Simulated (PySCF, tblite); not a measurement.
Isomers of C6H13OP. Method: GFN2-xTB as coded in tblite; computed harmonic values from a numerical Hessian at the method's own geometry, unscaled. Errors from tens to a few hundred cm⁻¹ against measured bands are possible. One conformer each.

Electronic energies: PBE0/pcSseg-1 single points on the GFN2-xTB geometries (PySCF, gas phase).

```tsv
SMILES	electronic energy, lowest = 0 (kJ/mol)
C[C@@H]1CCC[P@@]1(C)=O	0.0
CCP1CCOCC1	122.6
CP(CO)C1CCC1	206.2
CCP(CO)C1CC1	205.2
CCCP1(=O)CCC1	72.0
```

**Question.** How do GFN2-xTB zero-point energies change the relative energies?

**Answer.** 
```json
{"SMILES": "C[C@@H]1CCC[P@@]1(C)=O", "ZPE (kJ/mol)": "472.2", "of it from modes above 1550 cm⁻¹": "232.7", "electronic (kJ/mol)": "0.0", "with ZPE, lowest = 0 (kJ/mol)": "0.0", "lowest mode (cm⁻¹)": "52", "rings": "1"}
{"SMILES": "CCCP1(=O)CCC1", "ZPE (kJ/mol)": "471.9", "of it from modes above 1550 cm⁻¹": "232.7", "electronic (kJ/mol)": "72.0", "with ZPE, lowest = 0 (kJ/mol)": "71.7", "lowest mode (cm⁻¹)": "80", "rings": "1"}
{"SMILES": "CCP1CCOCC1", "ZPE (kJ/mol)": "472.4", "of it from modes above 1550 cm⁻¹": "229.4", "electronic (kJ/mol)": "122.6", "with ZPE, lowest = 0 (kJ/mol)": "122.8", "lowest mode (cm⁻¹)": "70", "rings": "1"}
{"SMILES": "CCP(CO)C1CC1", "ZPE (kJ/mol)": "465.9", "of it from modes above 1550 cm⁻¹": "237.1", "electronic (kJ/mol)": "205.2", "with ZPE, lowest = 0 (kJ/mol)": "198.9", "lowest mode (cm⁻¹)": "43", "rings": "1"}
{"SMILES": "CP(CO)C1CCC1", "ZPE (kJ/mol)": "467.2", "of it from modes above 1550 cm⁻¹": "234.8", "electronic (kJ/mol)": "206.2", "with ZPE, lowest = 0 (kJ/mol)": "201.2", "lowest mode (cm⁻¹)": "39", "rings": "1"}
```

The zero-point energies span 6.5 kJ/mol, from `CCP(CO)C1CC1` to `CCP1CCOCC1`. The order is unchanged.

**Question.** And how do the electronic energies of GFN2-xTB itself compare?

**Answer.** `C[C@@H]1CCC[P@@]1(C)=O` 0.0; `CCCP1(=O)CCC1` 69.1; `CCP1CCOCC1` 190.3; `CCP(CO)C1CC1` 290.8; `CP(CO)C1CCC1` 261.9 kJ/mol, lowest = 0. Against the energies above, taken from the same isomer `C[C@@H]1CCC[P@@]1(C)=O`, the largest difference is 85.6 kJ/mol.

**Question.** What do entropy and thermal enthalpy add at 298.15 K and 1 bar (rigid rotor, harmonic oscillator, one conformer each)?

**Answer.** 
```
                SMILES  point group  symmetry number  S (J/(mol K))  H − H(0) (kJ/mol)  ZPE + H − H(0) − TS (kJ/mol)
C[C@@H]1CCC[P@@]1(C)=O           C1                1          393.8              27.67                         382.5
         CCCP1(=O)CCC1           C1                1          397.5              27.78                         381.2
            CCP1CCOCC1           C1                1          390.2              26.79                         382.9
          CCP(CO)C1CC1           C1                1          426.4              30.63                         369.4
          CP(CO)C1CCC1           C1                1          423.7              29.96                         370.8
```
